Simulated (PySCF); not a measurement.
Compound: C8H13NSi.
Numbering: `[cH:1]1[cH:2][cH:3][n:4]([SiH2:5][CH2:6][CH:7]2[CH2:8][CH2:9]2)[cH:10]1`

Definitions: NICS(0) = −σiso at the ring centroid; NICS(1) = −σiso and NICS(1)zz = −σzz at ±1 Å along the ring normal z. Level: GIAO PBE0/pcSseg-1 (PySCF, non-relativistic, gas phase) on the GFN2-xTB geometry, one conformer.

Rings: 1. C1–C2–C3–N4–C10; 2. C7–C8–C9.

```
set  NICS(0)  NICS(1), two faces  NICS(1)zz, two faces
  P    -13.0       -11.0 / -11.1         -30.9 / -31.1
  Q    -44.4         -9.0 / -8.9         -21.0 / -23.6
```

Task: Which set (ppm) belongs to which ring?

Result: P = 1, Q = 2.
- 1 (5-membered ring with N; formal bonds all aromatic): mean NICS(1)zz -31.0 ppm, shielded, aromatic by this magnetic criterion (flat ring, no four-coordinate atom).
- 2 (3-membered carbocycle; formal bonds all single): mean NICS(1)zz -22.3 ppm, shielded. C7, C8, C9 have four or more neighbours, and the NICS criterion for π rings isn't applied.

Task: How do the rings differ in shape?

Result: 
```json
{"ring": "1", "bond lengths (Å)": "1.415, 1.361, 1.370, 1.369, 1.361", "rms pucker (Å)": "0.00", "HOMA": "0.84", "nearest outside atom to a NICS(1) probe (Å)": "hydrogen 2.17"}
{"ring": "2", "bond lengths (Å)": "1.499, 1.500, 1.498", "rms pucker (Å)": "0.00", "HOMA": "–", "nearest outside atom to a NICS(1) probe (Å)": "hydrogen 1.43"}
```

HOMA = 1 − mean of α(R − Ropt)² over the ring bonds, with Krygowski's 1993 parameters (CC: Ropt 1.388 Å, α 257.7 Å⁻²; CN: Ropt 1.334 Å, α 93.52 Å⁻²). A dash marks a ring with a four-coordinate atom, a triple bond, no multiple bond or a kind of bond without parameters.

The values belong to the conformer `[cH:1]1[cH:2][cH:3][n:4]([SiH2:5][CH2:6][CH:7]2[CH2:8][CH2:9]2)[cH:10]1`: C3–N4–Si5–C6 -82°, N4–Si5–C6–C7 -60°, Si5–C6–C7–C8 150°.
